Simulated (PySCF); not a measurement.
Vertical excitations of a molecule CH6AlNO from TDDFT-ωB97X/def2-SVPD run with PySCF, as energy in eV (oscillator strength): 6.49 (0.062), 7.19 (0.066), 7.37 (0.010), 7.49 (0.034), 7.55 (0.024), 7.92 (0.000), 8.00 (0.083), 8.13 (0.112), 8.51 (0.001), 8.74 (0.034). Lowest triplet (TDA): 6.26 eV. The structure is a stationary point at r2SCAN-D4/def2-SVP. One conformer was computed; it need not be the lowest.

Problem. Identify the compound among the candidates.
(A) [CH3][Al]([NH2])[OH]
(B) C[NH][AlH][OH]
(C) C[O][AlH][NH2]

Solution. C, C[O][AlH][NH2]
